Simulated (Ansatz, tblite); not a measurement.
Spin states of the cluster Li₂I₂ (the lowest singlet isomer of a short search), each relaxed with r2SCAN-D4/def2-TZVP in Ansatz. Electronic energies in the gas phase.

In the def2 sets I takes a core potential; there is no spin–orbit coupling. The xTB rows come from tblite. Correlated methods freeze 8 core orbitals; core or outer-core shells of Li, I are correlated, in sets that lack core-valence functions. In CCSD on the charge 0 triplet the largest single amplitude is 0.44, so its Hartree–Fock determinant may place the open shell otherwise than the density functionals do. HOMO above LUMO, or a gap near zero within one spin, warns that the state may not be the lowest or that an electron is smeared out. In the triplet, I3 and I4 lie 3.27 Å apart (atoms count from 1), so these atoms are partly bonded to each other. In the quintet geometry the species has come apart into loosely held pieces. The structure comes from a short search, and lower isomers may exist.

Singlet geometry (D2h within 0.1 Å):

```tsv
atom	x (Å)	y (Å)	z (Å)
Li1	0.8240	0.1557	-1.1445
Li2	-0.8242	-0.1557	1.1443
I3	-0.5917	2.0762	-0.1437
I4	0.5919	-2.0761	0.1439
```

Triplet geometry (C2v within 0.1 Å):

```xyz
4

Li   -0.1696    1.3055    1.7576
Li   -0.2089   -1.4406   -1.6442
I     0.8789   -1.0885    0.8685
I    -0.5005    1.2235   -0.9819
```

Quintet geometry (D2h within 0.1 Å):

```
atom   x (Å)   y (Å)   z (Å)
 Li1  -1.512  -0.552  -0.803
 Li2   1.513   0.550   0.803
  I3  -1.807  -0.071   3.453
  I4   1.806   0.073  -3.453
```

⟨S²⟩: triplet 2.00 at PBE0-D4/def2-TZVP (pure 2.00), quintet 6.01 at PBE0-D4/def2-TZVP (pure 6.00).

Run but left out: HF/def2-TZVP, HF/def2-TZVPP, MP2/def2-TZVP, MP2/def2-TZVPP (triplet: a determinant that CCSD turns far, T1 0.051).

Only these spin states were relaxed. The quintet has fallen apart into loose fragments. The triplet has other bonds than the singlet, so the gap mixes isomer and spin. The quintet has other bonds than the singlet, so the gap mixes isomer and spin.

```tsv
level	triplet − singlet (kcal/mol)	quintet − singlet (kcal/mol)	lowest of these	remarks
GFN1-xTB	108.8	246.9	singlet	–
PBE-D4/def2-TZVP	87.9	204.7	singlet	gap within one spin near zero (quintet)
r2SCAN-D4/def2-TZVP	93.9	210.9	singlet	–
B97M-V/def2-TZVP	92.6	211.5	singlet	–
PBE0-D4/def2-TZVP	95.4	207.0	singlet	–
RPA@PBE/def2-TZVP	89.4	190.1	singlet	–
CCSD/def2-TZVPP	105.8	209.5	singlet	large T1 (0.051) (triplet)
CCSD(T)/def2-TZVPP	104.5	212.5	singlet	large T1 (0.051) (triplet)
```

Change of the quintet − singlet gap on mixing in exact exchange, in kcal/mol: PBE to PBE0 (25 % exact exchange) 2.3.

The xTB methods have no term that favours high spin, so they put low spin too low.
